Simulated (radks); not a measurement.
The numbers below are computed, except where a source is named.
Question: The mean radii <r> (bohr) of the occupied orbitals of an atom or ion are listed with their occupations. Level of theory: non-relativistic Kohn-Sham, PBE, spin-polarised, spherical densities, point nucleus (a radial shooting solver on a logarithmic mesh with Libxc functionals).

| orbital | occ. | <r> |
|---|---|---|
| 1s up | 1 | 0.04369 |
| 1s down | 1 | 0.04369 |
| 2s up | 1 | 0.1937 |
| 2s down | 1 | 0.1937 |
| 2p up | 3 | 0.1671 |
| 2p down | 3 | 0.1671 |
| 3s up | 1 | 0.5620 |
| 3s down | 1 | 0.5618 |
| 3p up | 3 | 0.5680 |
| 3p down | 3 | 0.5677 |
| 3d up | 5 | 0.5844 |
| 3d down | 5 | 0.5829 |
| 4s up | 1 | 1.537 |
| 4s down | 1 | 1.537 |
| 4p up | 1 | 1.715 |
| 5p up | 1 | 3.855 |

Name the element and its charge. Open shells, if any, are filled with parallel spins first.

Answer: Z = 35, bromine, charge +3: Br3+ in [Ar] 3d10 4s2 4p1 5p1. The 1s radius gives Z: for a bare nucleus <r> = 1.5/Z, 0.04286 bohr for Z = 35, and screening makes it slightly larger (0.04369 here). The occupations add up to 32, and the charge is Z minus that.
